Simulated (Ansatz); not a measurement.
Start from `OC(F)(Cl)[TeH]` and change one atom or group to get `BC(O)(F)Cl`.

Ansatz, PBE0-D4/def2-TZVP geometries, multiplicity 1. Each molecule was computed in one conformer, which needn't be the lowest. `BC(O)(F)Cl` holds a close contact that its SMILES doesn't draw: O···B 1.81 Å.

Elements past krypton have def2 core potentials.  Spin–orbit coupling is left out; it splits and shifts lone-pair levels of the heavy atoms by tenths of an eV.

| property | `OC(F)(Cl)[TeH]` |
| --- | --- |
| HOMO energy (PBE0/def2-TZVPP) / eV | -6.77 |
| HOMO energy (B3LYP/def2-TZVPP) / eV | -6.55 |
| HOMO–LUMO gap (PBE/def2-TZVPP) / eV | 3.25 |
| LUMO energy (B3LYP/def2-TZVPP) / eV | -1.85 |
| HOMO–LUMO gap (ωB97M-V/def2-TZVPP) / eV | 9.18 |
| HOMO energy (ωB97M-V/def2-TZVPP) / eV | -8.90 |

**Question.** What does the change do to each property? (Best estimate.)

**Answer.** Ansatz gave: 
| property | `BC(O)(F)Cl` | shift |
| --- | --- | --- |
| HOMO energy (PBE0/def2-TZVPP) / eV | -8.63 | -1.86 |
| HOMO energy (B3LYP/def2-TZVPP) / eV | -8.42 | -1.87 |
| HOMO–LUMO gap (PBE/def2-TZVPP) / eV | 5.86 | 2.61 |
| LUMO energy (B3LYP/def2-TZVPP) / eV | -0.68 | 1.17 |
| HOMO–LUMO gap (ωB97M-V/def2-TZVPP) / eV | 12.25 | 3.07 |
| HOMO energy (ωB97M-V/def2-TZVPP) / eV | -10.93 | -2.03 |

With PBE0 the HOMO falls by 1.86 eV and the LUMO rises by 1.22 eV, so the gap widens by about 3.08 eV. PBE moves the HOMO by -1.55 eV and ωB97M-V by -2.03 eV. The zero-point energy changes by 39.8 kJ/mol with +3 modes.

Positive LUMOs are unbound, so they and the gaps depend on the basis.

B3LYP here is the variant with VWN-RPA as its local correlation; programs differ in this.
